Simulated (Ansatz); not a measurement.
Ansatz results at the PBE0-D4/def2-TZVP geometry: LUMO energy (PBE0/def2-TZVPP) -1.81 eV; HOMO energy (B3LYP/def2-TZVPP) -6.60 eV; HOMO energy (PBE0/def2-TZVPP) -6.80 eV.

Each molecule was computed in one conformer, which needn't be the lowest.

Q: Which molecule gave them?
A. `[BH]1O[BH][Zn]1`
B. `C[C]([GeH3])=[Se]`
C. `N=[C](F)[AlH2]`
D. `O[CH2][In]([F])[SiH3]`

A: D. The others give `C[C]([GeH3])=[Se]`: -2.57, -5.87, -6.09; `[BH]1O[BH][Zn]1`: -1.82, -5.54, -5.69; `N=[C](F)[AlH2]`: -2.42, -7.66, -7.87.

B3LYP here is the variant with VWN-RPA as its local correlation; programs differ in this.
